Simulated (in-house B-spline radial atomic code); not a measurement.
A run on an ion of nuclear charge 69 with 69.7 electrons that did not converge. Method: scalar-relativistic (X2C) LDA exchange-only, spin-polarised, spherical fractional occupations, Fermi nucleus of rms radius 5.2256 fm; computed with a B-spline radial code for spherical atoms.

Command:
```bash
python run_scf.py task.json out
```
Settings (nuclear radius in fm, mass in u):
```
Z                69
configuration    [Xe] 4f13.7 6s2
hamiltonian      x2c
method           lda,
spin_polarised   True
nucleus          fermi
rms_radius       5.2256
atomic_mass      168.93422
speed_of_light   137.035999084
```

First and last ten iterations of the last attempt (damped for 15 steps, keeping 80 % of the old Fock matrix, then DIIS):
```
 iter        energy (Eh)    residual
    1      -13549.218033    3.41e-01
    2      -13433.301506    1.02e+00
    3      -13543.250367    4.80e-01
    4      -13549.323722    1.78e-01
    5      -13550.785170    5.68e-02
    6      -13550.980824    4.08e-02
    7      -13551.034962    2.94e-02
    8      -13551.069045    2.02e-02
    9      -13454.202327    8.67e-01
   10      -13538.665541    6.06e-01
  111      -13451.415279    8.91e-01
  112      -13449.793906    9.00e-01
  113      -13451.789948    8.89e-01
  114      -13452.437692    8.85e-01
  115      -13550.009519    1.34e-01
  116      -13549.736370    1.53e-01
  117      -13452.300353    8.84e-01
  118      -13452.804439    8.81e-01
  119      -13453.351501    8.88e-01
  120      -13451.501098    8.90e-01
 not converged after 120 iterations
```

The smallest residual met was 2.0e-02; the threshold is about 7e-07. No energy from this run should be used. The likely cause: this method binds the added charge weakly or not at all at the basis-set limit, so charge moves back and forth between the atom and the box. Cost of the run: 2.5 s on 1 thread of Arm Neoverse V2 (shared host).
